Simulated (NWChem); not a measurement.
# BIF₂; SMILES FB(F)I

def2 effective core potentials on I; no spin-orbit coupling.

Give the equilibrium geometry at PBE0/def2-SVP with def2 effective core potentials on I (NWChem) as a Z-matrix, with the point group.

point group C2v; any orientation.
```
B
F 1 1.3091
F 1 1.3091 2 119.12
I 1 2.1230 2 120.44 3 180.00
```
